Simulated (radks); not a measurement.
Neutral selenium inside a hard spherical wall (all orbitals vanish at R), configuration held at [Ar] 3d10 4s2 4p4 and not refilled when levels cross. All-electron calculation, non-relativistic Kohn-Sham, LDA (Slater exchange, Perdew-Wang correlation), spin-unpolarised, spherical densities, point nucleus. Program: a radial shooting solver on a logarithmic mesh with Libxc functionals. Eigenvalues in eV, with the zero of energy where the potential of the charges vanishes at infinity; a dash marks a level that is unbound or too diffuse for the functional's potential to be trusted. A positive occupied level is held by the wall or, in an anion where self-interaction has pushed it up, behind a barrier. The pressure on the wall is -dE/dV.

R (bohr)  E (hartree)  kinetic (hartree)    e(3p)    e(3d)    e(4s)   e(4p)  e(5s, empty)  e(5p, empty)  pressure (GPa)
free      -2398.09766           2395.932  -151.11  -54.728  -16.903  -6.688        -0.429             -               0
20        -2398.09766           2395.932  -151.11  -54.728  -16.903  -6.688        -0.420         0.422        < 0.0001
15        -2398.09766           2395.932  -151.11  -54.728  -16.903  -6.688        -0.369         0.712        < 0.0001
12        -2398.09766           2395.932  -151.11  -54.727  -16.902  -6.687        -0.224         1.171        < 0.0001
6         -2398.08123           2396.053  -150.39  -54.012  -16.349  -6.113         4.542         8.949            1.51
5         -2398.02894           2396.357  -149.04  -52.667  -15.346  -4.984         9.929        16.055            9.36
4         -2397.79164           2397.497  -145.25  -48.930  -12.472  -1.547        23.651        32.494            69.0
2.5       -2394.38165           2409.399  -123.98  -28.044   10.652  26.174        116.40        132.39            2580
2         -2388.08194           2428.674  -103.54   -7.613   44.684  64.702        229.53        247.94           12500
